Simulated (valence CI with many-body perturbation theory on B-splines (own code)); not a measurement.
Results of a calculation; reference values are marked as such.
Lu⁶⁴⁺: magnetic and hyperfine properties of the levels

Level of theory: configuration interaction combined with many-body perturbation theory (CI+MBPT): five valence electrons over a frozen Dirac-Fock core [He], radial functions for each j: 11 s, 11 p, 10 d, 8 f, 5 g, 2 h, with the one-electron correlation potential Σ1, the two-electron term Σ2, the three-electron term Σ3, Breit, model QED; selected CI, second order for the rest, scaled by the run's own slope (own B-spline code, finite nucleus).

No measured spectrum was set against this ion. As an estimate, large intervals hold to a few tenths of a per cent, small ones and those within an open d or f shell to about a per cent. Among the levels kept, up to 7400 cm⁻¹ of a level comes from second order outside the variational space, and about a tenth of that is noise between levels of different J, which matters for small intervals.

A/g_I is the dipole constant over the nuclear g factor μ/I (μ in nuclear magnetons, uniformly magnetised nucleus), B/Q the quadrupole constant per barn. Both hold the static response of the core; the bare values leave it out. Large factors of s and p1/2 electrons are usually good to 5 to 10 %; those of open d and f shells near neutrality can be off by tens of per cent, and small factors of p3/2, d and f electrons come from cancelling terms and can be off by a factor of two or in sign, in half-filled shells by more. B is blank for J = 1/2, where it vanishes, and for nearly pure S terms. Energies count from the lowest level.

Levels are named by their leading jj configuration (3d3/2^4 stands for four electrons in 3d with j = 3/2), which in mixed levels can hold well under half, so a name can repeat and another be missing. Letters in brackets count levels of one name in rising energy.

```tsv
Level	E (× 10³ cm⁻¹)	g	A/g_I (MHz)	A/g_I bare	B/Q (MHz/b)	B/Q bare
(2s^2 2p1/2^2 2p3/2) J=3/2	0.00	1.317	713000	730000	1380000	1390000
(2s^2 2p1/2 2p3/2^2) J=3/2	9226.9	1.435	-363000	-339000	82300	82400
(2s^2 2p1/2 2p3/2^2) J=5/2	9412.0	1.165	1820000	1830000	-4190	-4200
(2s^2 2p1/2 2p3/2^2) J=1/2	9808.0	0.620	6190000	6160000		
(2s 2p1/2^2 2p3/2^2) J=5/2	11845	1.447	4340000	4320000	192000	193000
(2s 2p1/2^2 2p3/2^2) J=1/2	12654	2.004	1.88e+07	1.86e+07		
(2s 2p1/2^2 2p3/2^2) J=3/2	12664	1.172	-2910000	-2840000	-165000	-165000
(2s^2 2p3/2^3) J=3/2	19054	1.287	740000	755000	-1470000	-1470000
(2s 2p1/2 2p3/2^3) J=3/2 [a]	21284	1.585	4400000	4370000	-1110000	-1110000
(2s 2p1/2 2p3/2^3) J=5/2	21608	1.282	5470000	5430000	-1620000	-1620000
(2s 2p1/2 2p3/2^3) J=1/2	22096	1.352	-7100000	-6980000		
(2s 2p1/2 2p3/2^3) J=3/2 [b]	22166	1.012	165000	201000	-437000	-438000
(2p1/2^2 2p3/2^3) J=3/2	25055	1.301	691000	722000	-1420000	-1420000
(2s 2p3/2^4) J=1/2	31467	1.870	1.90e+07	1.87e+07		
(2p1/2 2p3/2^4) J=1/2	34513	0.620	6210000	6170000		
(2s^2 2p1/2^2 3s) J=1/2	65318	1.993	5410000	5370000		
(2s^2 2p1/2^2 3p1/2) J=1/2	66112	0.647	1820000	1810000		
(2s^2 2p1/2^2 3p3/2) J=3/2	68960	1.322	209000	215000	413000	414000
(2s^2 2p1/2^2 3d3/2) J=3/2	69657	0.783	122000	122000	71700	72300
(2s^2 2p1/2^2 3d5/2) J=5/2	70468	1.189	43700	43800	68400	69100
(2s^2 2p1/2 2p3/2 3s) J=3/2 [a]	74657	1.655	1180000	1190000	902000	903000
(2s^2 2p1/2 2p3/2 3s) J=1/2	74736	1.295	-2660000	-2610000		
(2s^2 2p1/2 2p3/2 3s) J=5/2	74814	1.308	2770000	2770000	1350000	1350000
(2s^2 2p1/2 2p3/2 3s) J=3/2 [b]	74866	0.955	1640000	1660000	798000	800000
(2s^2 2p1/2 2p3/2 3p1/2) J=1/2	75442	1.729	-1460000	-1420000		
(2s^2 2p1/2 2p3/2 3p1/2) J=3/2 [a]	75492	1.128	1250000	1260000	282000	282000
(2s^2 2p1/2 2p3/2 3p1/2) J=5/2	75600	1.046	2060000	2060000	1340000	1340000
(2s^2 2p1/2 2p3/2 3p1/2) J=3/2 [b]	75914	1.306	1100000	1110000	1380000	1380000
(2s 2p1/2^2 2p3/2 3s) J=5/2	76945	1.593	5220000	5180000	1400000	1400000
(2s 2p1/2^2 2p3/2 3s) J=3/2 [a]	77171	1.431	5900000	5860000	759000	761000
(2s 2p1/2^2 2p3/2 3s) J=1/2	77673	0.847	-6590000	-6470000		
(2s 2p1/2^2 2p3/2 3s) J=3/2 [b]	77751	1.368	-1460000	-1420000	1030000	1030000
(2s 2p1/2^2 2p3/2 3p1/2) J=3/2 [a]	77820	1.667	5970000	5930000	957000	959000
(2s 2p1/2^2 2p3/2 3p1/2) J=5/2	77827	1.334	4550000	4520000	1360000	1360000
(2s^2 2p1/2 2p3/2 3p3/2) J=5/2 [a]	78229	1.408	-246000	-230000	1450000	1450000
(2s^2 2p1/2 2p3/2 3p3/2) J=1/2 [a]	78268	1.526	-1630000	-1600000		
(2s^2 2p1/2 2p3/2 3p3/2) J=3/2 [a]	78298	1.136	1930000	1930000	-893000	-894000
(2s^2 2p1/2 2p3/2 3p3/2) J=7/2	78353	1.217	1290000	1300000	1780000	1780000
(2s 2p1/2^2 2p3/2 3p1/2) J=1/2	78484	1.252	-5610000	-5500000		
(2s 2p1/2^2 2p3/2 3p1/2) J=3/2 [b]	78497	0.960	-1980000	-1930000	817000	818000
```

(1) Take the isotope of mass number 176, with I = 7, μ = 3.16 μN, leaving out the quadrupole term. What is the hyperfine structure of (2s 2p1/2^2 2p3/2^2) J=1/2?

Results:

(1) From the table A = 8500000 MHz. Shifts from the centre of gravity in MHz: F = 13/2: -3.40e+07, F = 15/2: 2.98e+07.
